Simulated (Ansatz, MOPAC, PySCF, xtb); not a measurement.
Dimer: H4SeSi (SMILES [SiH3][SeH]) (first 6 atoms) with HF (SMILES F); geometry from B3LYP-D3(BJ)/def2-TZVP, rigid monomers moved along the line of their centres of mass till Se2···H8 is 2.12 Å.
(charge 0, multiplicity 1):
```xyz
8

Si     0.614    -1.355     0.860
Se    -0.473     0.684     0.987
H      0.050    -2.160    -0.243
H      2.017    -0.996     0.580
H      0.489    -2.078     2.140
H     -1.752     0.080     1.397
F      0.780     0.674     3.769
H      0.329     0.784     2.952
```

| level | interaction energy (meV) | minus CCSD(T)/CBS(def2-SVPD, def2-TZVPPD) | cost |
|---|---|---|---|
| AM1 | 144.7 | 293.4 | - |
| GFN1-xTB | -347.8 | -199.1 | - |
| HF/6-31G* (no counterpoise) | -36.9 | 111.8 | - |
| B3LYP/6-31G* (no counterpoise) | -231.2 | -82.5 | - |
| PBE0/def2-TZVPPD | -203.9 | -55.1 | ×1 |
| M06-2X/6-31G* (no counterpoise) | -231.3 | -82.6 | - |
| wB97X-V/def2-TZVPPD | -198.8 | -50.1 | ×3 |
| wB97M-V/def2-TZVPPD | -188.6 | -39.9 | ×3 |
| MP2/6-31G* | 2.5 | 151.2 | - |
| MP2/def2-SVPD | -113.4 | 35.3 | - |
| MP2/def2-TZVPPD | -142.6 | 6.1 | - |
| SCS-MP2/def2-SVPD | -73.7 | 75.0 | - |
| CCSD/def2-TZVPPD | -106.8 | 41.9 | - |
| CCSD(T)/CBS(def2-SVPD, def2-TZVPPD) | -148.7 | 0.0 | ×90* |

 The comparison column counts from a level with limits of its own.

The rows run from -347.8 (GFN1-xTB) to 144.7 meV (AM1). From def2-SVPD to def2-TZVPPD MP2 changes by -29.2. The 3 functionals in def2-TZVPPD without D3 or D4 span 15.2, from PBE0 to wB97M-V.

Counterpoise-corrected where a basis set is named; no monomer relaxation. Rows marked so take none.

Correlated levels freeze the cores. Filled d and f shells under p-block atoms count as core. CBS(a, b) extrapolates the correlation energy as X⁻³ and adds the Hartree–Fock energy of set b. Rows in 6-31G* carry no dispersion term and start afresh at each structure (6-31G* with six Cartesian d functions); the Pople sets are all-electron and without relativity. MP2/6-31G* freezes PySCF's default core, which leaves 3d correlated. The state reached by AM1 isn't checked.

Codes used: Ansatz (a quantum-chemistry and plane-wave program); MOPAC for AM1 (differences of heats of formation); PySCF for 6-31G* rows; xtb for the GFN methods. Values without a source in brackets are computed.

Costs are rough ratios of core time to PBE/def2-TZVPPD (about 7 s over the structures, on one shared machine); a dash marks a level with no comparable run of its own. A star marks coupled-cluster runs past 200 virtual orbitals, where the program's memory plan changes under this machine's limit, so their costs aren't comparable with smaller runs.
